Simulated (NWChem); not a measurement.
Si2H4OF2; SMILES F[SiH2]O[SiH2]F

```xyz
9

Si    -0.3078     1.5434    -0.3908
F      0.9535     1.9795     0.5255
O     -0.7306    -0.0001    -0.0077
Si    -0.2980    -1.5336     0.4029
F      0.9279    -2.0005    -0.5456
H      0.1152     1.6226    -1.8099
H     -1.4466     2.4333    -0.0646
H     -1.4514    -2.4264     0.1424
H      0.1767    -1.5766     1.8072
```
Atoms are numbered in this order, from 1.

All runs: NWChem. Coordinates come from a PBE0/def2-SVP optimisation. B3LYP is NWChem's, with the RPA form of VWN correlation.

For level LDA (Slater exchange, VWN5)/def2-TZVP:

```
Quantity                     Value
---------------------------  -----
highest occupied level (eV)  -7.96
orbital gap (eV)              7.03
```

**Question.** What are these values for level B3LYP/def2-TZVP?

**Answer.** 
* **highest occupied level (eV)**: -9.16
* **orbital gap (eV)**: 9.17
